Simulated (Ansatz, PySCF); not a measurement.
This PySCF input computes a r2SCAN/def2-TZVPD energy:

```python
from pyscf import gto, scf, dft

mol = gto.M(
    atom='''
    C     1.18542969   -0.38450131   -0.18488548
    C     0.01177011    0.02005974    0.00595913
    O    -1.17207120    0.27784900    0.14939956
    H     2.19337076   -0.03614256   -0.12163843
    ''',
    basis='def2-tzvpd',
    charge=-1,
    spin=0,
    verbose=4,
)

mf = dft.RKS(mol, xc='r2scan').density_fit(auxbasis='def2-universal-jkfit')
mf.grids.level = 4
mf.conv_tol = 1e-9
mf.max_cycle = 100
mf.max_memory = 1500
mf.kernel()
if not mf.converged:
    mf = mf.newton()
    mf.kernel(mf.make_rdm1())
mf.analyze()
```

**Question.** Write an input for the same energy in Ansatz (a program for electronic structure) and say what it gives.

**Answer.** 
Ansatz 0.2 input:
```yaml
crystal:
  periodic: [false, false, false]
  atoms:
    - {symbol: C, position_ang: [1.18542969, -0.38450131, -0.18488548]}
    - {symbol: C, position_ang: [0.01177011, 0.02005974, 0.00595913]}
    - {symbol: O, position_ang: [-1.17207120, 0.27784900, 0.14939956]}
    - {symbol: H, position_ang: [2.19337076, -0.03614256, -0.12163843]}
basis:
  gaussian:
    orbitals: def2-TZVPD
hamiltonian:
  xc: {name: r2SCAN}
total_charge: -1
output: {forces: true}
```
It gives -151.98707 Eh, and PySCF -151.98710 Eh, a difference of 0.03 mEh, from the treatment of integrals and grids.

It need not be the lowest isomer of its formula. Whether it binds its extra electron was not tested at this geometry.
